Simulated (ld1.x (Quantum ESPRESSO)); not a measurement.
# Before and after: ultrasoft potential for cadmium

```
Element                 : Cd
Generator               : ld1.x (Quantum ESPRESSO) 7.5
Type                    : ultrasoft
Functional              : PBE
Relativity              : scalar-relativistic
Frozen core             : [Ar] 3d10 4s2
Valence charge          : 18
Reference configuration : 4p6 4d10 5s2 5p0
Partial waves           : 5s (bound): rcut 1.65, rcutus 2.10 bohr; 5s channel at 2.4 Ry: rcut 1.65, rcutus 2.10 bohr; 4p (bound): rcut 1.30, rcutus 1.55 bohr; 5p (bound, empty): rcut 1.30, rcutus 1.55 bohr; 4d (bound): rcut 0.95, rcutus 1.30 bohr; 4d channel at -0.5 Ry: rcut 0.95, rcutus 1.30 bohr
Local potential         : all-electron potential smoothed inside 1.65 bohr (lloc = -1)
Core correction         : none
Augmentation charge     : built from norm-conserving waves at rcut, not smoothed further
```

Change: waves 4p (bound): rcut 1.08, rcutus 1.14 bohr; 5p (bound): rcut 1.08, rcutus 1.14 bohr.

Cutoffs: the cutoffs (Ry, on a coarse ladder) from which the occupation-weighted sum of valence levels, in a spherical-Bessel basis at the reference potential, stays within 10 and 1 mRy of its value at 400 Ry; they do not see the model core or the augmentation charge, which bear on the density cutoff. Errors are all-electron minus pseudo energies relative to the spin-unpolarised reference configuration.

Question: What does the change do?

Answer: Both files keep a bound ghost (s); the number of tests that count goes from 7 to 6; of the 6 tests that both files solve, the error grows in 3 and shrinks in 0 by more than 15 % and 0.3 meV (median size 6.7 → 11.1 meV). That the errors move this way runs against the usual rule that smaller radii transfer better.

```csv
quantity,base,changed
bound ghosts,s,s
"tests counted (converged, no solver errors)",7 of 7,6 of 7
"error for 4p6 4d10 5s1 5p0, meV [ΔE 9.27 eV]",-2.8,-2.7
"error for 4p6 4d10 5s0 5p0, meV [ΔE 26.40 eV]",-10.0,-9.7
"error for 4p6 4d9 5s0 5p0, meV [ΔE 64.41 eV]",+3.5,+12
"error for 4p6 4d10 5s0 5p1, meV [ΔE 15.05 eV]",-1147,+2380
"error for 4p6 4d10 5s0 5p2, meV [ΔE 9.67 eV]",-1549,+2433
"error for 4p6 4d10 5s1.5 5p0, meV [ΔE 3.71 eV]",-0.9,-0.8
s: phases at 2.31 bohr within 0.05 rad from the reference energy up to (Ry; the scan ends near 5),to the end of the scan,to the end of the scan
p: phases at 2.31 bohr within 0.05 rad from the reference energy up to (Ry; the scan ends near 5),n/a,n/a
d: phases at 2.31 bohr within 0.05 rad from the reference energy up to (Ry; the scan ends near 5),to the end of the scan,to the end of the scan
lowest overlap eigenvalue by channel,"s 0.48, p 0.16, d 0.53","s 0.48, p 0.63, d 0.53"
```

Base: These tests converged, but a pseudo level misses the all-electron one widely, so the file describes the atom poorly there or has found another state: 4p6 4d9 5s0 5p0: empty 5p by 2.6 eV. Changed file: Tests not counted: 4p6 4d9 5s2 5p1 (solver errors, printed error -2.8 eV). These tests converged, but a pseudo level misses the all-electron one widely, so the file describes the atom poorly there or has found another state: 4p6 4d10 5s0 5p0: empty 5p by 2.9 eV (a node warning on the way); 4p6 4d10 5s0 5p1: 4d by 2.9 eV; 4p6 4d10 5s0 5p2: 4d by 3.1 eV. A true bound ghost makes a file unfit for plane-wave use even where its test errors are small: the radial tests pick states by their node count and pass the ghost by. Where a test does run into it, the solver fails or the error is huge.
